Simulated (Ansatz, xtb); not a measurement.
Two structures of Ge2H2

Structure a is a triplet given by its coordinates and structure b is `[Ge]=[GeH2]`, a singlet. Both are isolated molecules in the gas phase, relaxed with PBE0-D3(BJ)/def2-SVP.

a (Å):

```xyz
4

Ge   -2.4934    2.0171   -2.3016
Ge   -0.8915    0.9115   -0.8976
H     0.3876    1.5249   -0.2621
H    -0.9119   -0.5703   -0.4288
```

Close contacts (Å): Ge1–Ge2 2.40, Ge2–H3 1.55, Ge2–H4 1.55.

b (Å):

```xyz
4

Ge   -2.4760    1.9042   -2.2984
Ge   -0.9827    0.8804   -0.8938
H     0.1956    1.5883   -0.1987
H    -1.0171   -0.6118   -0.5132
```

Question: Estimate E(b) − E(a) at the level CCSD(T)/def2-TZVPP.

Answer: Calculated at CCSD(T)/def2-TZVPP: E(b) − E(a) = −40.1 kJ/mol, so structure b lies lower.

The same difference at several levels:

| level | geometry | E(b) − E(a) (kJ/mol) | departure from the last row (kJ/mol) | job, with rough time for the two |
| --- | --- | --- | --- | --- |
| HF/STO-3G | GFN2-xTB | −4.7 | +35.4 | single point, 0.84 s |
| r2SCAN-D4/def2-SVP | GFN2-xTB | −16.8 | +23.3 | single point, 2.3 s |
| PBE0-D3(BJ)/def2-SVP | PBE0-D3(BJ)/def2-SVP | −17.4 | +22.7 | optimisation, 18 s |
| HF/def2-TZVPP | PBE0-D3(BJ)/def2-SVP | +37.3 | +77.4 | part of the CCSD(T) run |
| MP2/def2-TZVPP | PBE0-D3(BJ)/def2-SVP | −34.5 | +5.7 | part of the CCSD(T) run |
| CCSD(T)/def2-TZVPP | PBE0-D3(BJ)/def2-SVP | −40.1 |  | single point, 53 s |

HF/def2-TZVPP puts the two in the other order. The largest departure from CCSD(T)/def2-TZVPP is that of HF/def2-TZVPP, 77.4 kJ/mol.

With harmonic frequencies from PBE0-D3(BJ)/def2-SVP (ideal gas, rigid rotor, one conformer each, 298.15 K, 1 atm): on the last row, ΔE + ΔZPE = −40.1, ΔH = −39.9, ΔG = −37.4 kJ/mol.

Open shells are spin-unrestricted. The correlated steps freeze 18 core orbitals; the filled d shell of Ge is correlated, in a basis made for valence electrons. ΔG holds the spin degeneracy. Run with Ansatz 0.2.0, xtb 6.7.1; the last row on 1 thread of Intel(R) Xeon(R) 6975P-C (Granite Rapids) on a shared host.
